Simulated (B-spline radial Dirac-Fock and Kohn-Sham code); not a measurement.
## Elastic and transport cross sections of rhodium for electrons

Calculated with a radial atomic solver, using relativistic (Dirac) partial waves in the static field of the Dirac-Fock atom with Furness-McCarthy exchange, without polarisation or absorption potentials. σ_tr1 and σ_tr2 weight the cross section with 1 − P₁ and 1 − P₂ of cos θ; "backward" is the share scattered beyond 90°.

```tsv
energy (eV)	σ (a₀²)	σ_tr1 (a₀²)	σ_tr2 (a₀²)	σ/σ_tr1	backward (%)
30000	1.08	0.0130	0.0294	82.8	0.17
32300	1.02	0.0116	0.0263	88.6	0.15
50000	0.749	0.00564	0.0133	133	0.086
56700	0.684	0.00459	0.0109	149	0.073
64800	0.622	0.00368	0.00886	169	0.061
65700	0.616	0.00360	0.00867	171	0.060
71700	0.579	0.00311	0.00755	186	0.054
91300	0.490	0.00209	0.00515	235	0.039
94400	?	?	?	?	?
100000	0.461	0.00180	0.00446	256	0.034
119000	0.411	0.00135	0.00339	304	0.027
125000	0.398	0.00125	0.00313	319	0.025
130000	0.388	0.00117	0.00295	331	0.024
200000	0.300	0.000585	0.00150	514	0.013
300000	0.245	0.000309	0.000809	792	0.0072
```

Task: Fill in the row for 94.4 keV.

Result: σ = 0.479 a₀², σ_tr1 = 0.00198 a₀², σ_tr2 = 0.00488 a₀², σ/σ_tr1 = 242, backward 0.037 %. The ratio σ/σ_tr1 is roughly the number of elastic collisions that randomise the direction.
